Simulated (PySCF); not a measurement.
# A failing input for BeCl

```python
from pyscf import gto, scf, tdscf

mol = gto.M(
    atom='Be 0 0 0; Cl 0 0 1.795',
    basis='lanl2dz',
    charge=0,
    spin=1,
    symmetry=True,
    verbose=4,
)
mf = scf.UHF(mol)
mf.kernel()
td = tdscf.TDA(mf)
td.nstates = 4
td.kernel()
td.analyze()
mf.dip_moment()
print('orbital energies (hartree):', [e[max(0, n-3):n+3].round(4) for e, n in zip(mf.mo_energy, mol.nelec)])
```

```bash
$ python input.py
```

The log, shortened:

```
[earlier lines left out]
       9a ->   12a     -0.98730
Excited State   3:  E1x      2.33996 eV    529.86 nm  f=0.0001
      11a ->   13a     -0.46013
      11a ->   14a      0.88317
Excited State   4:   A1      5.58067 eV    222.17 nm  f=0.0076
      11a ->   15a     -0.94065
       7b ->   12b      0.11043
      10b ->   11b      0.10867
      10b ->   12b     -0.26865

** Transition electric dipole moments (AU) **
state          X           Y           Z        Dip. S.      Osc.
  1         0.0000      0.0000      0.0000      0.0000      0.0000
  2         0.0000      0.0000      1.1724      1.3746      0.0663
  3         0.0375      0.0000      0.0000      0.0014      0.0001
  4         0.0000      0.0000      0.2352      0.0553      0.0076

** Transition velocity dipole moments (imaginary part, AU) **
state          X           Y           Z        Dip. S.      Osc.
  1        -0.0000     -0.0000     -0.0000      0.0000      0.0000
  2        -0.0000     -0.0000      0.1646      0.0271      0.2498
  3        -0.0276     -0.0000     -0.0000      0.0008      0.0059
  4        -0.0000     -0.0000      0.0867      0.0075      0.0244

** Transition magnetic dipole moments (imaginary part, AU) **
state          X           Y           Z
  1        -0.0000     -0.0000      0.1143
  2        -0.0000     -0.0000     -0.0000
  3        -0.0000     -0.6987     -0.0000
  4        -0.0000     -0.0000     -0.0000
Dipole moment(X, Y, Z, Debye):  0.00000,  0.00000,  4.07787
orbital energies (hartree): [array([-0.5347, -0.4096, -0.235 , -0.235 ,  0.0335,  0.0849]), array([-0.5061, -0.5061, -0.3817,  0.062 ,  0.0914,  0.1045])]
```

Question: Which setting is at fault, why, and what does a mended input give?

Answer: The core potential (off): this valence basis has no functions for the core electrons, which the core potential should remove. With this edit
```diff
- td.analyze()
+     ecp={'Cl': 'lanl2dz'},
+ td.analyze(verbose=3)
```
the run finishes: E(SCF) = -29.363893 Eh, 10 cycles, ⟨S²⟩ = 0.752, μz(SCF) = -1.75 D, first excitations without spin–orbit coupling 3.78, 3.78, 7.61, 7.88 eV.

With symmetry on the solver can miss roots, and labels of degenerate states are those of a subgroup. The bond length is a typed value, not an optimised one. No search for the lowest solution was made.
